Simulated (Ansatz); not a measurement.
A CCSD(T) single point on `C[CH2][Ga]([CH3])[Cl]`.

```yaml
crystal:
  periodic: [false, false, false]
  atoms:
    - {symbol: C, position_ang: [-1.325320, 1.080785, 0.826673]}
    - {symbol: C, position_ang: [-0.014766, 1.381696, 0.109726]}
    - {symbol: Ga, position_ang: [0.958488, -0.191612, -0.553987]}
    - {symbol: C, position_ang: [0.569450, -2.107715, -0.470375]}
    - {symbol: Cl, position_ang: [2.820035, 0.285853, -1.570198]}
    - {symbol: H, position_ang: [-1.815819, 1.996326, 1.170185]}
    - {symbol: H, position_ang: [-1.172931, 0.448481, 1.705375]}
    - {symbol: H, position_ang: [-2.034385, 0.560260, 0.177490]}
    - {symbol: H, position_ang: [0.677253, 1.926952, 0.760160]}
    - {symbol: H, position_ang: [-0.175579, 2.037545, -0.752395]}
    - {symbol: H, position_ang: [0.542842, -2.519527, -1.481668]}
    - {symbol: H, position_ang: [-0.379846, -2.315568, 0.024879]}
    - {symbol: H, position_ang: [1.370878, -2.618175, 0.068835]}
basis:
  gaussian: {orbitals: def2-TZVPP}
correlation: {method: ccsd_t}
output: {orbitals: {seedname: orbitals}}
```

```sh
$ ansatz run in.yaml --threads 2 --pin off --events-out ev --progress --plain --max-ram 32768MiB --backend cuda --devices 0, --max-vram 18GiB
```

The program prints (abridged):

```
Functional definition: HF
1731 factors; integrals over basis functions are off by at most 1.1e-3 eV
mean field evaluation 1: about -68055.4561 eV, gradient 3.9e1 eV
mean field evaluation 2: about -68055.5905 eV, gradient 3.9e1 eV
mean field evaluation 4: about -68059.3595 eV, gradient 4.7e0 eV
mean field evaluation 8: about -68059.4135 eV, gradient 3.0e-1 eV
mean field -68059.41381510 eV, -2501.1373253773 hartree, gradient 2.1e-6 eV, S^2 0.000000; 0 other end points of the search recorded, 0 dependent functions left out
17 core orbitals not correlated: weight in the atoms' cores, before any rotation towards them, 1.000 or more for the frozen orbitals, at most 0.000 for the correlated occupied ones
reference -68059.41381510 eV, -2501.1373253773 hartree; 20, 20 occupied and 258, 258 virtual orbitals, 1731 factors
second order -25.84273501 eV of doubles, -0.00000000 eV of singles
cycle   1  -26.38248627 eV  change   -5.4e-1 eV  update   1.1e-1
cycle   2  -27.05660364 eV  change   -6.7e-1 eV  update   3.1e-2
cycle   3  -27.17050313 eV  change   -1.1e-1 eV  update   1.4e-2
cycle   4  -27.16533834 eV  change    5.2e-3 eV  update   3.3e-3
cycle   5  -27.16391239 eV  change    1.4e-3 eV  update   1.2e-3
cycle   6  -27.16390276 eV  change    9.6e-6 eV  update   3.6e-4
cycle   7  -27.16379241 eV  change    1.1e-4 eV  update   1.2e-4
cycle   8  -27.16380043 eV  change   -8.0e-6 eV  update   4.3e-5
perturbative correction -1.10376687 eV, -0.0405626843 hartree
Total energy: -68087.68138240 eV, -2502.1761393151 hartree
```

Run time 19 s (2 threads of an AMD EPYC 7R13 on a shared host and a share of an NVIDIA H100 80 GB); peak host memory 0.86 GiB.

The correlation energy is -28.268 eV, 3.9 % of it from (T); the T1 diagnostic reads 0.0105.
